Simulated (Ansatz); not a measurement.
Abridged output of a molecular run in Ansatz:

```
Functional definition: HF
1554 factors; integrals over basis functions are off by at most 1.1e-3 eV
mean field evaluation 1: about -59345.7200 eV, gradient 3.4e1 eV
mean field evaluation 2: about -59345.8280 eV, gradient 3.4e1 eV
mean field evaluation 4: about -59349.0962 eV, gradient 3.6e0 eV
mean field evaluation 8: about -59349.1446 eV, gradient 2.2e-1 eV
mean field -59349.14482514 eV, -2181.0408440288 hartree, gradient 3.0e-6 eV, S^2 0.000000; 0 other end points of the search recorded, 0 dependent functions left out
12 core orbitals not correlated: weight in the atoms' cores, before any rotation towards them, 1.000 or more for the frozen orbitals, at most 0.000 for the correlated occupied ones
reference -59349.14482514 eV, -2181.0408440288 hartree; 17, 17 occupied and 238, 238 virtual orbitals, 1554 factors
second order -19.72859818 eV of doubles, -0.00000000 eV of singles
cycle   1  -20.42785740 eV  change   -7.0e-1 eV  update   9.7e-2
cycle   2  -21.02432617 eV  change   -6.0e-1 eV  update   2.8e-2
cycle   3  -21.09711513 eV  change   -7.3e-2 eV  update   1.2e-2
cycle   4  -21.09318666 eV  change    3.9e-3 eV  update   3.5e-3
cycle   5  -21.09270155 eV  change    4.9e-4 eV  update   1.6e-3
cycle   6  -21.09225039 eV  change    4.5e-4 eV  update   5.8e-4
cycle   7  -21.09222511 eV  change    2.5e-5 eV  update   2.4e-4
cycle   8  -21.09226131 eV  change   -3.6e-5 eV  update   7.6e-5
cycle   9  -21.09226180 eV  change   -4.9e-7 eV  update   2.5e-5
perturbative correction -0.76251407 eV, -0.0280218750 hartree
Total energy: -59370.99960101 eV, -2181.8439922281 hartree
```

Its atoms:

Z-matrix (Å, degrees):
```
Ge
C 1 1.962
C 1 1.962 2 109.5
B 1 2.059 2 113.6 3 128.2
H 1 1.555 2 107.6 3 -116.7
H 2 1.091 1 110.5 3 177.8
H 2 1.091 1 110.4 3 57.5
H 2 1.092 1 110.4 3 -62.3
H 3 1.092 1 110.4 2 62.2
H 3 1.091 1 110.4 2 -57.6
H 3 1.091 1 110.5 2 -177.8
H 4 1.197 1 121.3 2 -154.6
H 4 1.197 1 121.3 2 27.9
```

Problem. Which basis set was used?
A. def2-QZVPP
B. def2-TZVPP
C. def2-SVPD
D. def2-SVP

Solution. B. It gives 267 functions.

Problem. Write the keys of the input that set method, charge and spin (a neutral closed shell needs none for the last two).

Solution. 
```yaml
correlation: {method: ccsd_t}
```
